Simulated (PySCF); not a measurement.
PySCF input (B3PW91/6-31G* (5d)):

```python
from pyscf import gto, dft

mol = gto.M(
    atom='''
    Na   -0.63922233   -0.48601573   -0.51518672
    O     0.71161054    0.53681843    0.57326082
    H     1.33856133    1.05162562    1.08096734
    ''',
    basis='6-31g*',
    charge=-1,
    spin=1,
    verbose=4,
)

mf = dft.UKS(mol, xc='b3pw91')
mf.grids.level = 3
mf.conv_tol = 1e-9
mf.max_cycle = 100
mf.max_memory = 1500
mf.kernel()
if not mf.converged:
    mf = mf.newton()
    mf.kernel(mf.make_rdm1())
mo, _, stable, _ = mf.stability(return_status=True)
if not stable:
    mf.kernel(mf.make_rdm1(mo, mf.mo_occ))
    stable = mf.stability(return_status=True)[2]
mf.dip_moment()
```

Output:

```
PySCF version 2.14.0

[INPUT] verbose = 4
[INPUT] num. atoms = 3
[INPUT] num. electrons = 21
[INPUT] charge = -1
[INPUT] spin (= nelec alpha-beta = 2S) = 1
[INPUT] symmetry False subgroup None
[INPUT] Mole.unit = angstrom
[INPUT] Symbol           X                Y                Z      unit          X                Y                Z       unit  Magmom
[INPUT]  1 Na    -0.639222330000  -0.486015730000  -0.515186720000 AA   -1.207955136406  -0.918436621931  -0.973561803813 Bohr   0.0
[INPUT]  2 O      0.711610540000   0.536818430000   0.573260820000 AA    1.344749027954   1.014439811319   1.083305947744 Bohr   0.0
[INPUT]  3 H      1.338561330000   1.051625620000   1.080967340000 AA    2.529514314634   1.987284407376   2.042732222200 Bohr   0.0

nuclear repulsion = 29.5066948942675
number of shells = 16
number of NR pGTOs = 82
number of NR cGTOs = 34
basis = 6-31g*
ecp = {}

******** <class 'pyscf.dft.uks.UKS'> ********
method = UKS
initial guess = minao
damping factor = 0
level_shift factor = 0
DIIS = <class 'pyscf.scf.diis.CDIIS'>
diis_start_cycle = 1
diis_space = 8
diis_damp = 0
SCF conv_tol = 1e-09
SCF conv_tol_grad = None
SCF max_cycles = 100
direct_scf = True
direct_scf_tol = 1e-13
number electrons alpha = 11  beta = 10
XC library pyscf.dft.libxc version 7.1.2
    S. Lehtola, C. Steigemann, M. J. T. Oliveira, and M. A. L. Marques,  SoftwareX 7, 1–5 (2018)
XC functionals = b3pw91
    A. D. Becke,  J. Chem. Phys. 98, 5648 (1993)
radial grids:
    Treutler-Ahlrichs [JCP 102, 346 (1995); DOI:10.1063/1.469408] (M4) radial grids

becke partition: Becke, JCP 88, 2547 (1988); DOI:10.1063/1.454033
pruning grids: <function nwchem_prune>
grids dens level: 3
symmetrized grids: False
atomic radii adjust function: <function treutler_atomic_radii_adjust>
small_rho_cutoff = 0
Set gradient conv threshold to 3.16228e-05
tot grids = 41992
init E= -237.888037176694
  alpha nocc = 11  HOMO = -0.0874330654302589  LUMO = -0.0116447747055392
  beta  nocc = 10  HOMO = -0.428337153002226  LUMO = -0.0874330654302597

WARN: HOMO -0.0874330654302589 >= LUMO -0.0874330654302597

cycle= 1 E= -237.799435796641  delta_E= 0.0886  |g|= 0.725  |ddm|= 0.921
  alpha nocc = 11  HOMO = 0.1300186799397  LUMO = 0.195274156331299

WARN: beta  nocc = 10  HOMO 0.159502401824677 >= LUMO 0.159515498039092

WARN: HOMO 0.159502401824677 >= LUMO 0.159515498039092

cycle= 2 E= -233.090443767203  delta_E= 4.71  |g|= 1.95  |ddm|= 3.23
  alpha nocc = 11  HOMO = 0.042501344327603  LUMO = 0.128549703847005
  beta  nocc = 10  HOMO = -0.220880200611329  LUMO = 0.0918990985411745
  HOMO = 0.0425013443276  LUMO = 0.0918990985412  gap/eV = 1.34418
cycle= 3 E= -237.933122251631  delta_E= -4.84  |g|= 0.417  |ddm|=  3.1
  alpha nocc = 11  HOMO = 0.0347960184233895  LUMO = 0.135669725669948
  beta  nocc = 10  HOMO = -0.032097574451878  LUMO = 0.0905475873845663
  HOMO = 0.0347960184234  LUMO = 0.0905475873846  gap/eV = 1.51708
cycle= 4 E= -238.033702020234  delta_E= -0.101  |g|= 0.127  |ddm|= 0.582
  alpha nocc = 11  HOMO = 0.0411388289715062  LUMO = 0.142175592303772
  beta  nocc = 10  HOMO = -0.0119215167371249  LUMO = 0.104597254291529
  HOMO = 0.0411388289715  LUMO = 0.104597254292  gap/eV = 1.72679
cycle= 5 E= -238.043101876301  delta_E= -0.0094  |g|= 0.00805  |ddm|= 0.258
  alpha nocc = 11  HOMO = 0.0420040272423319  LUMO = 0.141171332690601
  beta  nocc = 10  HOMO = -0.0231792584098678  LUMO = 0.106774000916038
  HOMO = 0.0420040272423  LUMO = 0.106774000916  gap/eV = 1.76248
cycle= 6 E= -238.043307761836  delta_E= -0.000206  |g|= 0.0049  |ddm|= 0.0727
  alpha nocc = 11  HOMO = 0.0418831611310817  LUMO = 0.141171902467087
  beta  nocc = 10  HOMO = -0.0229812986083874  LUMO = 0.106659774474121
  HOMO = 0.0418831611311  LUMO = 0.106659774474  gap/eV = 1.76266
cycle= 7 E= -238.043335827105  delta_E= -2.81e-05  |g|= 0.00156  |ddm|= 0.0275
  alpha nocc = 11  HOMO = 0.0419268645069897  LUMO = 0.141172729103765
  beta  nocc = 10  HOMO = -0.022441859750372  LUMO = 0.106516236441725
  HOMO = 0.041926864507  LUMO = 0.106516236442  gap/eV = 1.75757
cycle= 8 E= -238.043337733814  delta_E= -1.91e-06  |g|= 0.000274  |ddm|= 0.00514
  alpha nocc = 11  HOMO = 0.0419290403520525  LUMO = 0.141144667622302
  beta  nocc = 10  HOMO = -0.0222685252048069  LUMO = 0.106459022235385
  HOMO = 0.0419290403521  LUMO = 0.106459022235  gap/eV = 1.75595
cycle= 9 E= -238.043337829216  delta_E= -9.54e-08  |g|= 0.000113  |ddm|= 0.000749
  alpha nocc = 11  HOMO = 0.0419291471070409  LUMO = 0.14113717683089
  beta  nocc = 10  HOMO = -0.0222772770332638  LUMO = 0.106459149758784
  HOMO = 0.041929147107  LUMO = 0.106459149759  gap/eV = 1.75595
cycle= 10 E= -238.043337838445  delta_E= -9.23e-09  |g|= 1.06e-05  |ddm|= 0.00024
  alpha nocc = 11  HOMO = 0.0419292511675677  LUMO = 0.141134861671081
  beta  nocc = 10  HOMO = -0.0222779973946847  LUMO = 0.106457886541151
  HOMO = 0.0419292511676  LUMO = 0.106457886541  gap/eV = 1.75591
cycle= 11 E= -238.043337838982  delta_E= -5.36e-10  |g|= 2.95e-06  |ddm|= 0.000108
  alpha nocc = 11  HOMO = 0.0419293740419842  LUMO = 0.141135374544037
  beta  nocc = 10  HOMO = -0.0222752419689849  LUMO = 0.106458237875038
  HOMO = 0.041929374042  LUMO = 0.106458237875  gap/eV = 1.75592
Extra cycle  E= -238.043337838969  delta_E= 1.23e-11  |g|= 6.48e-06  |ddm|= 7.77e-06
converged SCF energy = -238.043337838969  <S^2> = 0.75176232  2S+1 = 2.0017615
uhf_internal: lowest eigs of H = [0.11561991 0.11563595 0.15354014]
<class 'pyscf.dft.uks.UKS'> wavefunction is stable in the internal stability analysis

WARN: System has nonzero charge -1; the dipole moment is origin-dependent.
Location of origin: [0. 0. 0.]

Dipole moment(X, Y, Z, Debye):  3.64733,  2.84226,  2.94397
```

The dipole moment of an ion depends on the origin.
